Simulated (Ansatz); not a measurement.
System: sum formula H8SiN3O, charge 1, multiplicity 1. It need not be the lowest isomer of its formula. 
Structure (B3LYP-D3(BJ)/def2-TZVP (Ansatz, a quantum-chemistry and plane-wave program) minimum search):
```
Si
O 1 1.6172
H 2 0.9619 1 123.39
N 1 1.6717 2 115.12 3 77.57
H 4 1.0078 1 124.56 2 -165.17
H 4 1.0081 5 112.40 1 -172.72
N 1 1.6761 2 121.35 3 -64.09
H 7 1.0087 1 124.34 2 -38.89
H 7 1.0089 8 111.43 1 -161.05
N 1 1.9052 2 92.83 3 -171.72
H 10 1.0202 1 111.53 2 -177.05
H 10 1.0214 11 107.70 1 123.76
H 10 1.0215 11 107.79 12 114.84
```
Charge +1, spin multiplicity 1.

Total electronic energies in hartree. Valence correlation only, unless marked. No spin-orbit coupling. No relativistic terms. CBS(X,Y): correlation extrapolated as X^-3; Hartree-Fock from the larger set.

```json
[
 {"level": "PBE-D4/def2-TZVPD", "program": "Ansatz + dftd4", "energy (Eh)": "-533.41176"},
 {"level": "B3LYP-D3(BJ)/def2-TZVPD", "program": "Ansatz + dftd3", "energy (Eh)": "-533.88174"},
 {"level": "PBE-QIDH/def2-TZVPD", "program": "Ansatz", "energy (Eh)": "-533.33109"},
 {"level": "MP2/6-31G*", "program": "Ansatz", "energy (Eh)": "-532.47026"},
 {"level": "MP2/CBS(cc-pV(T+d)Z,cc-pV(Q+d)Z)", "program": "Ansatz", "energy (Eh)": "-533.0381"},
 {"level": "SCS-MP2/cc-pV(D+d)Z", "program": "Ansatz", "energy (Eh)": "-532.55584"},
 {"level": "CCSD/cc-pV(Q+d)Z", "program": "Ansatz", "energy (Eh)": "-533.00662"},
 {"level": "CCSD(T)/cc-pV(T+d)Z", "program": "Ansatz", "energy (Eh)": "-532.95747"},
 {"level": "CCSD(T)/CBS(cc-pV(T+d)Z,cc-pV(Q+d)Z)", "program": "Ansatz", "energy (Eh)": "-533.0982"}
]
```

Totals of different functionals don't rank their quality; only differences between species are comparable.
